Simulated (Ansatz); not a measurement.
Total energies of BCl$_{2}$H$_{3}$O$_{4}$Si (`O[Si](O)(O)OB(Cl)Cl`).

Z-matrix (Å, degrees):
```
Si
O 1 1.619
O 1 1.628 2 114.6
O 1 1.618 2 104.5 3 -125.3
O 1 1.653 2 112.3 3 116.3
H 2 0.960 1 116.5 3 -68.3
H 3 0.958 1 117.5 2 -52.8
H 4 0.958 1 117.9 2 176.3
B 5 1.327 1 136.7 2 -43.4
Cl 9 1.773 5 121.5 1 5.1
Cl 9 1.749 5 120.5 1 -175.3
```

Total charge 0; spin multiplicity 1. Geometry: relaxed with PBE0-D4/def2-TZVP. It is one conformer, not always the lowest. Basis def2-TZVPP, the Gaussian-basis code of Ansatz.

RPA on PBE orbitals: Hartree–Fock energy of these orbitals -1534.28703 Eh, correlation -2.36132 Eh (frozen core).

| functional | kind | energy without D4 (Eh) | D4 term (kJ/mol) |
| --- | --- | --- | --- |
| LDA (SPW92) | LDA | -1531.46394 | – |
| revPBE | GGA | -1537.63620 | -100.4 |
| BLYP | GGA | -1537.92362 | -77.0 |
| B3LYP | global hybrid, 20 % | -1538.04228 | -57.4 |
| r2SCANh | meta-GGA hybrid, 10 % | -1537.73288 | -9.7 |
| r2SCAN0 | meta-GGA hybrid, 25 % | -1537.70016 | -10.7 |
| HSE06 (plane-wave form) | screened hybrid | -1537.18090 | -28.5 |
| CAM-B3LYP | range-separated hybrid | -1537.92854 | -31.3 |
| B2PLYP | double hybrid | -1537.41152 | – |
| PBE-QIDH | double hybrid | -1536.93382 | – |

Task: Give the same for PBE, r2SCAN, B97M-V, PBE0, BHLYP, LC-ωPBE, ωB97X-V, ωB97M-V. (Best estimate.)

Result: Computed: 
```json
{"functional": "PBE", "kind": "GGA", "energy without D4 (Eh)": "-1537.10931", "D4 term (kJ/mol)": "-35.5"}
{"functional": "r2SCAN", "kind": "meta-GGA", "energy without D4 (Eh)": "-1537.75584", "D4 term (kJ/mol)": "-9.0"}
{"functional": "B97M-V", "kind": "meta-GGA with VV10", "energy without D4 (Eh)": "-1537.60797", "D4 term (kJ/mol)": "–"}
{"functional": "PBE0", "kind": "global hybrid, 25 % exact exchange", "energy without D4 (Eh)": "-1537.21712", "D4 term (kJ/mol)": "-30.4"}
{"functional": "BHLYP", "kind": "global hybrid, 50 %", "energy without D4 (Eh)": "-1537.84625", "D4 term (kJ/mol)": "-45.0"}
{"functional": "LC-ωPBE", "kind": "long-range corrected hybrid", "energy without D4 (Eh)": "-1537.45352", "D4 term (kJ/mol)": "–"}
{"functional": "ωB97X-V", "kind": "range-separated hybrid GGA with VV10", "energy without D4 (Eh)": "-1537.70553", "D4 term (kJ/mol)": "–"}
{"functional": "ωB97M-V", "kind": "range-separated hybrid meta-GGA with VV10", "energy without D4 (Eh)": "-1537.85375", "D4 term (kJ/mol)": "–"}
```

B3LYP takes the VWN-RPA correlation (the form of Gaussian; ORCA's B3LYP/G). HSE06 is the plane-wave form, built on full-range PBE exchange. The double hybrids freeze the cores in their second-order part.

LC-ωPBE has ω = 0.4 bohr⁻¹.
